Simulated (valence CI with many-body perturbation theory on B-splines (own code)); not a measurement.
Results of a calculation; reference values are marked as such.
# Hyperfine factors and g values of Fe¹⁰⁺

Method: valence CI with perturbative core correlation (CI+MBPT): six valence electrons over a frozen Dirac-Fock core [Ne], radial functions for each j: 9 s, 9 p, 8 d, 6 f, 3 g, 1 h, with the one-electron correlation potential Σ1, the two-electron term Σ2, the three-electron term Σ3, Breit, model QED; selected CI, second order for the rest, scaled by the run's own slope (own B-spline code, finite nucleus).

No measured levels were compared; by estimate levels of excited configurations hold to 0.05 to 0.15 % of their energy, terms of the ground configuration to about 0.5 %. Among the levels kept, up to 1500 cm⁻¹ of a level comes from second order outside the variational space, and about a tenth of that is noise between levels of different J, which matters for small intervals.

A/g_I is the dipole constant over the nuclear g factor μ/I (μ in nuclear magnetons, uniformly magnetised nucleus), B/Q the quadrupole constant per barn. Both hold the static response of the core; the bare values leave it out. Large factors of s and p1/2 electrons are usually good to 5 to 10 %; those of open d and f shells near neutrality can be off by tens of per cent, and small factors of p3/2, d and f electrons come from cancelling terms and can be off by a factor of two or in sign, in half-filled shells by more. B is blank for J = 1/2, where it vanishes, and for nearly pure S terms. Energies count from the lowest level. Levels with J = 0 are left out.

Names give the largest LS component (configuration and term), which can be under half, so a name can repeat, a term be missing and a line seem to break the LS rules; names also repeat where a configuration has a term twice. Letters in brackets count levels of one name in rising energy.

| Level | E (cm⁻¹) | g | A/g_I (MHz) | A/g_I bare | B/Q (MHz/b) | B/Q bare |
| --- | --- | --- | --- | --- | --- | --- |
| 3s2 3p4 3P_2 | 0 | 1.478 | 4170 | 4120 | 6390 | 6080 |
| 3s2 3p4 3P_1 | 12658 | 1.500 | -69.4 | 117 | -3580 | -3410 |
| 3s2 3p4 1D_2 | 37913 | 1.021 | 8040 | 7670 | -13600 | -13000 |
| 3s 3p5 3P°_2 | 283400 | 1.500 | 17700 | 16900 | -6510 | -6200 |
| 3s 3p5 3P°_1 | 293010 | 1.495 | 17300 | 16500 | 3270 | 3110 |
| 3s 3p5 1P°_1 | 361880 | 1.004 | 10500 | 9970 | -5470 | -5220 |
| 3s2 3p3 3d 5D°_1 | 387330 | 1.496 | 772 | 1040 | -456 | -484 |
| 3s2 3p3 3d 5D°_2 | 387550 | 1.492 | 904 | 1150 | -243 | -261 |
| 3s2 3p3 3d 5D°_3 | 387880 | 1.491 | 878 | 1100 | 384 | 402 |
| 3s2 3p3 3d 5D°_4 | 388840 | 1.494 | 519 | 723 | 1080 | 1170 |
| 3s2 3p3 3d 3D°_2 [a] | 412710 | 1.083 | 2100 | 2110 | 1060 | 1060 |
| 3s2 3p3 3d 3D°_3 [a] | 415240 | 1.318 | 614 | 781 | 3820 | 3690 |
| 3s2 3p3 3d 3D°_1 [a] | 416890 | 0.506 | 6240 | 5890 | 570 | 560 |
| 3s2 3p3 3d 3F°_2 [a] | 422700 | 0.760 | 5960 | 5690 | -8400 | -7980 |
| 3s2 3p3 3d 3F°_3 [a] | 425940 | 1.098 | 4710 | 4610 | -8470 | -8050 |
| 3s2 3p3 3d 3F°_4 [a] | 430410 | 1.244 | 3700 | 3680 | -9680 | -9170 |
| 3s2 3p3 3d 3G°_3 | 448710 | 0.771 | 3120 | 3030 | 3130 | 3120 |
| 3s2 3p3 3d 3G°_4 | 450340 | 1.067 | 2850 | 2820 | 4110 | 4050 |
| 3s2 3p3 3d 3G°_5 | 452550 | 1.200 | 3960 | 3900 | 1220 | 1300 |
| 3s2 3p3 3d 1G°_4 | 459490 | 1.020 | 4080 | 3980 | 2070 | 2110 |
| 3s2 3p3 3d 1D°_2 | 466600 | 1.001 | 3340 | 3310 | 6350 | 6090 |
| 3s2 3p3 3d 3D°_1 [b] | 481810 | 0.513 | 1860 | 1790 | -2670 | -2530 |
| 3s2 3p3 3d 3P°_1 [a] | 484990 | 1.488 | -435 | -58.8 | -433 | -421 |
| 3s2 3p3 3d 3F°_3 [b] | 485240 | 1.076 | 3620 | 3580 | 6910 | 6680 |
| 3s2 3p3 3d 3F°_2 [b] | 486380 | 0.780 | 3750 | 3630 | 8960 | 8620 |
| 3s2 3p3 3d 3F°_4 [b] | 486620 | 1.223 | 2410 | 2450 | 7570 | 7320 |
| 3s2 3p3 3d 3D°_2 [b] | 489640 | 1.085 | 2370 | 2420 | -4080 | -3880 |
| 3s2 3p3 3d 3P°_2 [a] | 494160 | 1.464 | -580 | -280 | 5390 | 5180 |
| 3s2 3p3 3d 3D°_3 [b] | 497600 | 1.311 | 2550 | 2620 | -5680 | -5350 |
| 3s2 3p3 3d 1F°_3 | 525850 | 1.019 | 3080 | 3030 | 14000 | 13400 |
| 3s2 3p3 3d 3S°_1 [a] | 531520 | 1.647 | 4260 | 4230 | -252 | -237 |
| 3s2 3p3 3d 3P°_2 [b] | 531770 | 1.495 | 5170 | 5140 | -2860 | -2780 |
| 3s2 3p3 3d 3S°_1 [b] | 533980 | 1.470 | -2380 | -1970 | -1480 | -1430 |
| 3s2 3p3 3d 3P°_1 [b] | 541950 | 1.372 | 12300 | 11900 | 558 | 527 |

Q: Take the isotope of mass number 57, with I = 1/2, μ = 0.09064 μN. What is the hyperfine structure of 3s2 3p3 3d 5D°_2?

A: From the table A = 164 MHz. Shifts from the centre of gravity in MHz: F = 3/2: -246, F = 5/2: 164.
